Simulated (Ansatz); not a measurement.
An input meant for dibenzothiophene S,S-dioxide, `O=S1(=O)c2ccccc2-c2ccccc21` (charge 0, singlet).

```yaml
crystal:
  periodic: [false, false, false]
  atoms:
    - {symbol: O, position_ang: [0.077790, 2.533995, 1.826792]}
    - {symbol: S, position_ang: [0.048494, 2.066772, 0.422865]}
    - {symbol: O, position_ang: [0.053180, 3.048500, -0.684545]}
    - {symbol: C, position_ang: [1.312393, 0.805193, 0.152137]}
    - {symbol: C, position_ang: [2.689237, 1.014224, 0.181562]}
    - {symbol: C, position_ang: [3.523548, -0.092721, -0.052949]}
    - {symbol: C, position_ang: [2.967787, -1.359881, -0.306685]}
    - {symbol: C, position_ang: [1.576129, -1.548132, -0.331841]}
    - {symbol: C, position_ang: [0.728196, -0.452600, -0.099620]}
    - {symbol: C, position_ang: [-0.748713, -0.422120, -0.079216]}
    - {symbol: C, position_ang: [-1.647214, -1.481535, -0.287651]}
    - {symbol: C, position_ang: [-3.028697, -1.236028, -0.224275]}
    - {symbol: C, position_ang: [-3.524486, 0.052721, 0.044554]}
    - {symbol: C, position_ang: [-2.639053, 1.124089, 0.255694]}
    - {symbol: C, position_ang: [-1.273349, 0.858492, 0.188168]}
    - {symbol: H, position_ang: [3.102766, 2.013804, 0.381985]}
    - {symbol: H, position_ang: [4.616237, 0.034326, -0.037573]}
    - {symbol: H, position_ang: [3.632806, -2.217426, -0.488624]}
    - {symbol: H, position_ang: [1.156750, -2.545556, -0.531776]}
    - {symbol: H, position_ang: [-1.275034, -2.495202, -0.498995]}
    - {symbol: H, position_ang: [-3.733303, -2.065280, -0.387392]}
    - {symbol: H, position_ang: [-4.610161, 0.224675, 0.090261]}
    - {symbol: H, position_ang: [-3.005284, 2.139720, 0.467135]}
basis:
  gaussian: {orbitals: def2-TZVP}
magnetization: {spin_polarized: true, initial_magnetization: 0}
hamiltonian: {xc: {name: r2SCANh}}
smearing: {width: 0.1}
output: {forces: true}
```

```sh
$ ansatz run in.yaml --threads 4 --pin off --events-out ev --progress --plain --max-ram 6963MiB
```

Shortened log:

```
Error: YAML parse error: error: line 31 column 1: unknown field `smearing`, expected one of crystal, accuracy, basis, kpoints, hamiltonian, magnetization, projection, total_charge, correlation, batch, efield, external_charges, scf, relax, neb, saddle, md, ramp, phonons, dielectric, real_time, elastic, magnetic_configurations, gw, evaluate, workflow, output, checkpoint, execution
29 | magnetization: {spin_polarized: true, initial_magnetization: 0}
30 | hamiltonian: {xc: {name: r2SCANh}}
31 | smearing: {width: 0.1}
32 | output: {forces: true}
```

In this input the input holds a key that doesn't belong there. The program refused the input.
